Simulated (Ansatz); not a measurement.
`F[C@H]1O[Si@H]1[GeH3]` + H₂O → `O[Si@H]1O[C@H]1F` + GeH₄ at 500 K and 1 bar (formal hydrolysis of the Si–Ge bond).

Isolated molecules relaxed with PBE0-D4/def2-TZVP in Ansatz; ΔE leaves out vibrations. CCSD(T)/CBS adds triple-zeta CCSD(T) − MP2 to the extrapolated MP2 energy (def2 sets, frozen cores). This one scheme is used for every species. For Ge outer-core shells are correlated without core-valence functions, which leaves a few kJ/mol of doubt a bond. Scalar relativity is left out up to krypton. One conformer a species, not always the lowest.

```
                species  CCSD(T)/CBS energy (Eh)  H − E (kJ/mol)  S (J/(mol·K))
`F[C@H]1O[Si@H]1[GeH3]`              -2581.18463           193.9          431.4
                    H₂O                -76.37941            73.2          206.3
     `O[Si@H]1O[C@H]1F`               -579.10391           160.2          365.4
                   GeH₄              -2078.49493            99.4          244.6
```

H − E and S are ideal-gas, rigid-rotor, harmonic terms from PBE0-D4/def2-TZVP, for one conformer and one mirror image of each species. 1 Eh = 2625.50 kJ/mol, R = 8.31446 J/(mol·K).

By hand: ΔE, ΔH, ΔS and ΔG.

ΔE = (-579.10391) + (-2078.49493) − (-2581.18463) − (-76.37941) = -0.03480 Eh = -91.4 kJ/mol. Δ(H − E) = 160.2 + 99.4 − 193.9 − 73.2 = -7.5, so ΔH = -98.9 kJ/mol. ΔS = 365.4 + 244.6 − 431.4 − 206.3 = -27.7 J/(mol·K). ΔG = -98.9 − 500 × (-27.7)/1000 = -85.1 kJ/mol.

By hand: the equilibrium constant, and the temperature at which ΔG would vanish if ΔH and ΔS stayed fixed.

log₁₀ K = −ΔG/(RT ln 10) = 8.9. ΔG = 0 at ΔH/ΔS = 3570 K, far beyond where these terms or the molecules hold.

ΔH outweighs TΔS. A doubt of 5 kJ/mol in ΔE shifts log₁₀ K by 0.5 here. Other conformers and mirror images would add mixing entropy, several J/(mol·K) or more a flexible species. These are equilibria of isolated gas molecules and say nothing of rates. Largest T1 diagnostic: 0.014 (customary marks: 0.02 for closed shells, 0.045 for open ones).
